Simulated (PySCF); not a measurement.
## [Ni(NH3)6]2+: what the settings change

[Ni(NH3)6]2+ holds Ni(II), d8, at total charge +2. The structure is a PBE0-D3(BJ)/def2-SVP, IEF-PCM water geometry optimised for multiplicity 3; coordination octahedral, point group S6, metal–donor distances 2.14 Å.

```
25

Ni    0.000    0.000    0.000
N    -0.020    2.138   -0.020
H     0.000    2.563    0.908
H     0.769    2.544   -0.525
H    -0.855    2.512   -0.474
N     0.020   -2.138    0.020
H     0.000   -2.563   -0.908
H     0.855   -2.512    0.474
H    -0.769   -2.544    0.525
N    -0.020   -0.020    2.138
H     0.908    0.000    2.563
H    -0.525    0.769    2.544
H    -0.474   -0.855    2.512
N     0.020    0.020   -2.138
H    -0.908    0.000   -2.563
H     0.474    0.855   -2.512
H     0.525   -0.769   -2.544
N     2.138   -0.020   -0.020
H     2.563    0.908    0.000
H     2.544   -0.525    0.769
H     2.512   -0.474   -0.855
N    -2.138    0.020    0.020
H    -2.563   -0.908    0.000
H    -2.512    0.474    0.855
H    -2.544    0.525   -0.769
```

Method (PySCF 2.14, density fitting): CASSCF(8,5) with orbitals averaged over all microstates of the shell, strongly contracted NEVPT2 on the averaged canonical orbitals; basis x2c-TZVPall on the metal, x2c-SVPall elsewhere; spin-free X2C; IEF-PCM water; spin-orbit coupling by state interaction with the mean-field operator over all roots.

Base run: NEVPT2 ground state 3Ag (from 3A2g), next 3Ag (from 3T2g) at 11668, then 3Eg (from 3T2g) at 11723 cm⁻¹, 10Dq(CASSCF) 8545, B(CASSCF) 1261, ζ 647 cm⁻¹, D -0.71 cm⁻¹, g 2.196 2.196 2.201, μeff(300 K) 3.17 μB.

(1) What happens with the basis x2c-TZVPall on all atoms?

(2) What happens with orbitals averaged over the highest spin alone?

NEVPT2 lifts 3Ag (from 3T2g) from 8518 to 11668 cm⁻¹; on the d shell alone it tends to overshoot states that fill the eg-type orbitals.

Answers

(1) NEVPT2 ground state 3Ag (from 3A2g), next 3Ag (from 3T2g) at 11408, then 3Eg (from 3T2g) at 11462 cm⁻¹, 10Dq(CASSCF) 8423, B(CASSCF) 1261, ζ 647 cm⁻¹, D -0.73 cm⁻¹, g 2.200 2.200 2.205, μeff(300 K) 3.17 μB. It took 110 s against 48 s on a shared host of the same kind.

(2) NEVPT2 ground state 3Ag (from 3A2g), next 3Ag (from 3T2g) at 11394, then 3Eg (from 3T2g) at 11449 cm⁻¹, 10Dq(CASSCF) 8524, B(CASSCF) 1266, ζ 649 cm⁻¹, D -0.73 cm⁻¹, g 2.202 2.202 2.207, μeff(300 K) 3.18 μB.
